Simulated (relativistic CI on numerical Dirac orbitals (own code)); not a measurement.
A reference radial Dirac CI calculation of Mg I gave the lowest total energy -199.90297 Ha in 55 SCF steps, from this input:

```
atom Mg  Z=12  charge=0  electrons=12
nucleus A=24  rms_radius_fm=3.0570
hamiltonian dirac-coulomb  breit=on  qed=on  c_scale=1
orbitals kli  potential=per-configuration
slater_scale 1
correlation none
mixing on
grid step=0.0125 r_max=149
scf mixing=0.4 start=green max_iterations=150 tolerance=2e-08 node_fill=0.05
configurations
  [Ne] 3s2
  [Ne] 3s 3p
  [Ne] 3p2
  [Ne] 3s 3d
  [Ne] 3s 4s
end
```

One setting was then changed (and the iteration limit cut to 87), and the output read:

```
error: configuration [Ne] 3s2 has 12 electrons, the ion has 13
end: refused
```

Question: Which setting was changed?
A. nuclear radius
B. speed of light
C. charge
D. QED terms

Answer: C. The charge -1. This setting is bad on purpose; its numbers may not be properties of the ion.
